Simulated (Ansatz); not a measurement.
`BC[CH2][ZnH]` + `OC[AsH2]` → `B[AsH]CO` + `C[CH2][ZnH]`  (ligand exchange at a B–C bond)

Isolated molecules relaxed with PBE0-D4/def2-TZVP in Ansatz; ΔE leaves out vibrations. CBS: MP2 limit from def2 TZ/QZ plus the TZ coupled-cluster correction, frozen cores. Functionals use def2-TZVPP. For As, Zn outer-core shells are correlated without core-valence functions, which leaves a few kJ/mol of doubt a bond. Scalar relativity is left out up to krypton. Each species was taken in one conformer, which may not be the lowest.

| level | ΔE (kcal/mol) | difference from CCSD(T)/CBS |
| --- | --- | --- |
| r2SCAN-D4 | -5.7 | 0.8 |
| PBE0-D4 | -5.8 | 0.7 |
| ωB97X-V | -5.4 | 1.1 |
| PBE | -5.9 | 0.6 |
| r2SCAN | -5.7 | 0.8 |
| PBE0 | -5.9 | 0.6 |
| HF/def2-TZVPP | -5.6 | 0.9 |
| CCSD/def2-TZVPP | -6.3 | 0.2 |
| CCSD(T)/def2-TZVPP | -6.4 | 0.1 |
| MP2/def2-QZVPP | -7.1 | -0.6 |
| CCSD(T)/CBS | -6.5 | 0 |

Largest T1 diagnostic among the species: 0.014.

In def2-TZVPP, CCSD(T) changes the Hartree–Fock value by −0.8 kcal/mol (the triples alone add −0.2 kcal/mol) and MP2 by −1.5 kcal/mol.
